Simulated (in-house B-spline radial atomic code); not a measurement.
**Excitations of Cu XII (Cu11+) by several methods**

Full response, energies in eV; labels give the largest channel, * marks a mixed state, a dash one above the method's threshold, and an imaginary frequency an unstable closed-shell reference. Computed with an all-electron radial atomic-structure program (B-spline basis): linear response of the closed shell [Ne] 3s2 3p6 with each method's own kernel (bare exchange for TDHF, static screening on G0W0 levels for BSE, the adiabatic kernel for functionals); scalar-relativistic (spin-free one-electron X2C), finite nucleus, no spin-orbit coupling, no double excitations, S, P, D and F terms only. Only terms of natural parity with L up to 3 were computed.

Spin-orbit coupling is strong here, so these LS terms don't match observed levels.

```json
{"method": "TDHF", "3p → 3d 3P": "62.47", "3p → 3d 3F": "64.39", "3p → 3d 1F": "70.57", "α (bohr³)": "0.2688"}
{"method": "PBE", "3p → 3d 3P": "?", "3p → 3d 3F": "?", "3p → 3d 1F": "?", "α (bohr³)": "?"}
{"method": "CAM-B3LYP", "3p → 3d 3P": "63.32", "3p → 3d 3F": "64.35", "3p → 3d 1F": "69.82", "α (bohr³)": "0.2678"}
{"method": "LC-wPBE", "3p → 3d 3P": "63.88", "3p → 3d 3F": "64.63", "3p → 3d 1F": "70.27", "α (bohr³)": "0.2671"}
{"method": "BLYP", "3p → 3d 3P": "63.39", "3p → 3d 3F": "64.06", "3p → 3d 1F": "69.50", "α (bohr³)": "0.2675"}
{"method": "PBE0", "3p → 3d 3P": "?", "3p → 3d 3F": "?", "3p → 3d 1F": "?", "α (bohr³)": "?"}
```

What does PBE give?

3p → 3d 3P: 63.73; 3p → 3d 3F: 64.43; 3p → 3d 1F: 70.08; α: 0.2672 (eV, bohr³).

What does PBE0 give?

3p → 3d 3P: 63.54; 3p → 3d 3F: 64.57; 3p → 3d 1F: 70.38; α: 0.2675 (eV, bohr³).
